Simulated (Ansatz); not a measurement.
All numbers were calculated with Ansatz.

`[NH2][AlH][CH]=S` at its PBE0-D4/def2-TZVP geometry, where that method's forces vanish. Charge 0, multiplicity 1.

| atom | x (Å) | y (Å) | z (Å) |
| --- | --- | --- | --- |
| N1 | -1.543 | 0.097 | -0.145 |
| Al2 | -0.050 | 0.037 | 0.780 |
| C3 | 1.600 | -0.120 | -0.296 |
| S4 | 1.484 | -0.181 | -1.910 |
| H5 | -2.473 | 0.176 | 0.232 |
| H6 | -1.560 | 0.055 | -1.152 |
| H7 | -0.065 | 0.106 | 2.360 |
| H8 | 2.607 | -0.171 | 0.130 |

For each bond, give half the difference of the two atoms' forces along it (eV/Å; positive pushes the atoms apart) under PBE-D4, r2SCAN-D4, B3LYP-D4, ωB97M-V in def2-TZVPP. (Estimate.)

The calculation gave: 
```
  bond  length (Å)  PBE-D4  r2SCAN-D4  B3LYP-D4  ωB97M-V
N1–Al2       1.757    0.10       0.01      0.09     0.05
 N1–H5       1.006    0.19       0.02      0.00    -0.01
 N1–H6       1.008    0.21       0.02      0.00    -0.02
Al2–C3       1.975   -0.20      -0.09     -0.02     0.06
Al2–H7       1.582   -0.03      -0.04     -0.14    -0.15
 C3–S4       1.619    0.52       0.31      0.28    -0.08
 C3–H8       1.095    0.09      -0.03     -0.12    -0.08
```

B3LYP here is the variant with VWN-RPA as its local correlation; programs differ in this.
